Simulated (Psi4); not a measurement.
Dimer: CH3Cl (SMILES CCl) (first 5 atoms) with C2H6 (SMILES CC); geometry from B3LYP-D3(BJ)/def2-TZVP, rigid monomers moved along the line of their centres of mass till H4···H8 is 2.85 Å.
(charge 0, multiplicity 1):
```xyz
13

C     -0.672    -0.911     0.840
Cl    -0.843     0.874     0.799
H     -0.588    -1.269    -0.182
H      0.222    -1.155     1.406
H     -1.551    -1.327     1.322
C      0.830     0.307     4.681
C     -0.520    -0.391     4.816
H      1.153     0.351     3.640
H      1.605    -0.210     5.251
H      0.781     1.334     5.046
H     -1.285     0.119     4.228
H     -0.855    -0.410     5.855
H     -0.470    -1.426     4.472
```

Level of theory: Psi4 with SAPT0/jun-cc-pV(D+d)Z.

Which attractive term is largest, and how does the interaction split up?

electrostatics -10.3, exchange 24.7, induction -3.5, dispersion -41.0, total -30.2 meV; the largest attraction is dispersion.
